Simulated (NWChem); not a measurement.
System: C5H5N; SMILES N#CCC=C=C

Here is an NWChem input.

```
start job
memory heap 200 mb stack 900 mb global 1100 mb
geometry units angstroms noautosym nocenter noautoz
  C      0.507028    -2.771445     0.226077
  C      0.061494    -1.609544    -0.173362
  C     -0.387491    -0.445308    -0.571285
  C     -0.750276     0.679301     0.369837
  C      0.011818     1.899108     0.109460
  N      0.613364     2.862815    -0.110154
  H     -0.177635    -3.595149     0.454830
  H      1.580484    -2.957169     0.339628
  H     -0.514720    -0.257902    -1.644532
  H     -1.821881     0.926835     0.273994
  H     -0.583762     0.375991     1.414703
end
basis spherical
  * library 6-31g*
end
dft
  xc hfexch
  iterations 150
  mulliken
end
task dft energy
esp
  recalculate
  probe 0.07
  range 0.3
  factor 1.0
  spacing 0.02
end
task esp
```

Structure relaxed at the PBE0/def2-SVP level.

Atomic charges in e: unrestrained fits to the electrostatic potential beside Mulliken populations; buried atoms are poorly determined by the fit.

Atoms are numbered as in the input.

**Question.** Predict the main results of this run. (Hartree-Fock/6-31G* (spherical d).) Quantities: ESP C1; Mulliken C1; ESP C2; Mulliken C2; ESP C3; Mulliken C3; ESP C4; Mulliken C4; ESP C5; Mulliken C5; relative RMS misfit of the potential (%).

**Answer.** 
| Item | Result |
|---|---|
| ESP C1 | -0.40 |
| Mulliken C1 | -0.51 |
| ESP C2 | 0.09 |
| Mulliken C2 | 0.19 |
| ESP C3 | -0.29 |
| Mulliken C3 | -0.28 |
| ESP C4 | 0.28 |
| Mulliken C4 | -0.42 |
| ESP C5 | 0.26 |
| Mulliken C5 | 0.27 |
| relative RMS misfit of the potential (%) | 22 |
